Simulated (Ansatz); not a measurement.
One change: `NBBr` becomes `NBF`.

Ansatz, PBE0-D4/def2-TZVP geometries, multiplicity 1. Each molecule was computed in one conformer, which needn't be the lowest.

Scalar relativity is left out up to krypton.

| property | `NBBr` |
| --- | --- |
| ideal-gas entropy at 298 K and 1 bar (rigid rotor, harmonic PBE0-D4/def2-TZVP) / J/(mol·K) | 280 |
| LUMO energy (B3LYP/def2-TZVPP) / eV | -0.21 |
| HOMO–LUMO gap (ωB97M-V/def2-TZVPP) / eV | 12.22 |
| HOMO–LUMO gap (B3LYP/def2-TZVPP) / eV | 7.55 |
| size of the dipole moment (ωB97M-V/def2-TZVPP) / D | 2.86 |
| HOMO energy (PBE0/def2-TZVPP) / eV | -8.03 |

Task: Give the same properties after the change, and the shifts. (An estimate is asked.)

Result: Computed: 
```csv
property,`NBF`,shift
"ideal-gas entropy at 298 K and 1 bar (rigid rotor, harmonic PBE0-D4/def2-TZVP) / J/(mol·K)",257,-23
LUMO energy (B3LYP/def2-TZVPP) / eV,0.62,0.83
HOMO–LUMO gap (ωB97M-V/def2-TZVPP) / eV,13.25,1.03
HOMO–LUMO gap (B3LYP/def2-TZVPP) / eV,8.94,1.39
size of the dipole moment (ωB97M-V/def2-TZVPP) / D,2.39,-0.47
HOMO energy (PBE0/def2-TZVPP) / eV,-8.58,-0.55
```

With PBE0 the HOMO falls by 0.55 eV and the LUMO rises by 0.92 eV, so the gap widens by about 1.47 eV. PBE moves the HOMO by -0.38 eV and ωB97M-V by -0.72 eV. Dipoles are sizes alone; their direction can turn.

B3LYP here is the variant with VWN-RPA as its local correlation; programs differ in this.

Spin–orbit coupling is left out; it splits and shifts lone-pair levels of the heavy atoms by tenths of an eV.
